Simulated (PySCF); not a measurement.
Run record: geometry optimisation, Zr(NH2)Cl3, `[NH2][Zr]([Cl])([Cl])[Cl]`.

Method: PBE0-D3(BJ)/def2-SVP geometry optimisation, gas phase, def2 core potentials past Kr (PySCF 2.14.0). Start geometry: GFN2-xTB. The input is one job of a driver script: a line of settings, then coordinates in Å.

Input:
```
{"job": {"xc": "PBE0", "basis": "def2-SVP", "d3": "d3bj", "grid": 1, "maxiter": 30, "shake": 0.03, "kind": "geom"}, "charge": 0, "multiplicity": 1}
Zr     0.063120    -0.082270    -0.598970
N     -0.005920     0.007280     1.365340
H      0.703700    -0.311190     1.959010
H     -0.650580     0.354750     1.964530
Cl     2.052580    -0.048550    -1.603150
Cl    -1.067450     1.772840    -1.585940
Cl    -1.003590    -1.794870    -1.569370
```

Output:
```
step   0  E = -1482.87848408  max force = 0.062791
step   1  E = -1482.89817700  max force = 0.013754
step   2  E = -1482.90028002  max force = 0.008354
step   3  E = -1482.90126902  max force = 0.006007
step   4  E = -1482.90150373  max force = 0.001350
step   5  E = -1482.90160222  max force = 0.001279
step   6  E = -1482.90162900  max force = 0.003011
step   7  E = -1482.90116362  max force = 0.006568
step   8  E = -1482.90156075  max force = 0.004350
step   9  E = -1482.90164297  max force = 0.003693
step  10  E = -1482.90175905  max force = 0.001662
step  11  E = -1482.90181544  max force = 0.000977
step  12  E = -1482.90181824  max force = 0.000610
step  13  E = -1482.90181029  max force = 0.000465
step  14  E = -1482.90182828  max force = 0.000328
optimisation converged
```

Energies in Eh; «max force» is the largest Cartesian gradient component in Eh/bohr.

Task: How much energy does the optimisation release, in kJ/mol?

Result: E(step 0) − E(last step) = 0.023344 Eh, which is 61.3 kJ/mol.

Task: At which steps does the energy rise by more than 1e-5 Eh?

Result: At step 7 (+0.47 mEh).

Main results: final energy -1482.90183 Eh after 14 steps; dipole 3.18 D.

Task: Where do the atoms end?

Result: 0.180 Å rms from the input after alignment:
```
atom  x, y, z in Å
Zr1    0.1923    0.0063   -0.6988
N2    -0.2422    0.0200    1.2432
H3     0.3499   -0.3596    1.9813
H4    -1.1125    0.3533    1.6563
Cl5    2.5213   -0.1492   -0.8876
Cl6   -0.8007    1.8876   -1.6711
Cl7   -0.8163   -1.8604   -1.6920
```

Time: 2.8 min; peak memory 0.42 GiB. Hardware: Arm Neoverse N1, one thread (shared host).
Labels such as C1 count atoms from 1, the log's own numbers from 0.
